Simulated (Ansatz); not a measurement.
`[OH][Zr]([OH])([OH])[SH]`. Total charge 0; spin multiplicity 1. Correlated methods include outer-core shells of Zr, which these sets cover unevenly. Zr takes the def2 core potential.

```xyz
9

O     0.253   -1.569    0.996
Zr   -0.102   -0.034   -0.099
O    -1.467   -0.394   -1.391
O     1.542    0.557   -0.887
S    -1.030    1.789    1.304
H     0.162   -2.367    1.507
H    -1.940   -0.559   -2.201
H     2.445    0.625   -1.182
H     0.137    1.952    1.955
```

(1) Give the diagnostics of a CCSD(T)/def2-TZVPP run (frozen core, Ansatz). (Best estimate.)

Results:

(1) The calculation gave: T1 = 0.0168, largest single amplitude 0.037, largest double 0.030, (T) share of the correlation energy 4.0 %, 10 CCSD cycles. The RHF solution is stable towards an unrestricted one. T1 lies under the customary mark of 0.02 for closed shells.
